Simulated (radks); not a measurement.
These are the eigenvalues of the occupied orbitals of an atom or ion with whole-number occupations (hartree). Calculated with a radial shooting solver on a logarithmic mesh with Libxc functionals: Dirac Kohn-Sham, exchange-only B88, spin-unpolarised, spherical densities, finite nucleus; Fermi nuclear charge, rms radius of each element as measured or else 0.836 A^(1/3) + 0.57 fm.

1s1/2: -1212.021
2s1/2: -187.7721
2p1/2: -176.2376
2p3/2: -165.2548
3s1/2: -38.40556
3p1/2: -33.63562
3p3/2: -31.56821
3d3/2: -23.16010
3d5/2: -22.72512
4s1/2: -7.21598
4p1/2: -5.54307
4p3/2: -5.13310
4d3/2: -2.43174
4d5/2: -2.36606
5s1/2: -1.00163
5p1/2: -0.60952
5p3/2: -0.56246

Which element is it, and in what charge state? The configuration may be excited. Open shells, if any, fill j = l - 1/2 first.

Answer. Z = 53, iodine, charge +1: I+ in [Kr] 4d9 5s2 5p5. The list shows which subshells hold electrons but not how many an open one holds; the 1s level, -1212 hartree, gives Z - s = 49.2 by -(Z - s)^2/2, which with screening and relativity narrows Z to a few neighbours, and the depths of the outer levels then fix element, charge and occupations together.
